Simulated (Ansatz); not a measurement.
C3H8Si, SMILES `CCC=[SiH2]` (C–C–C–Si torsion 118°) (charge 0, multiplicity 1).

Method: LDA/cc-pVTZ // PBE0-D3(BJ)/def2-TZVP in Ansatz (a quantum-chemistry and plane-wave program).

Ansatz 0.2 input:
```yaml
crystal:
  periodic: [false, false, false]
  atoms:
    - { symbol: C, position_ang: [-1.673963, -0.058542, 0.228312] }
    - { symbol: C, position_ang: [-0.5591, -0.163549, -0.80733] }
    - { symbol: C, position_ang: [0.770201, -0.4683, -0.193036] }
    - { symbol: Si, position_ang: [2.176103, 0.498227, -0.242342] }
    - { symbol: H, position_ang: [-2.638856, 0.130493, -0.249169] }
    - { symbol: H, position_ang: [-1.758397, -0.982772, 0.805876] }
    - { symbol: H, position_ang: [-1.471688, 0.753106, 0.930657] }
    - { symbol: H, position_ang: [-0.5089, 0.764766, -1.38544] }
    - { symbol: H, position_ang: [-0.816245, -0.954558, -1.523807] }
    - { symbol: H, position_ang: [0.827129, -1.400871, 0.36714] }
    - { symbol: H, position_ang: [3.433044, 0.094041, 0.421544] }
    - { symbol: H, position_ang: [2.220665, 1.787957, -0.966096] }
basis:
  gaussian: { orbitals: cc-pVTZ }
hamiltonian:
  xc: lda
```

Output:

```
Functional definition: SPW92
1247 factors; their error is unknown
mean field evaluation 1: about -11034.8647 eV, gradient 9.2e1 eV
mean field evaluation 2: about -10874.9700 eV, gradient 2.1e2 eV
mean field evaluation 4: about -11054.2036 eV, gradient 2.7e1 eV
mean field evaluation 8: about -11056.3693 eV, gradient 3.5e-1 eV
mean field evaluation 16: about -11056.3300 eV, gradient 2.1e-4 eV
mean field -11056.32996111 eV, -406.3126318210 hartree, gradient 6.9e-5 eV, S^2 0.000000; 0 other end points of the search recorded, 0 dependent functions left out
reference -11056.33000234 eV, -406.3126333364 hartree; 20, 20 occupied and 216, 216 virtual orbitals, 1247 factors
Total energy: -11056.33000234 eV, -406.3126333364 hartree
```
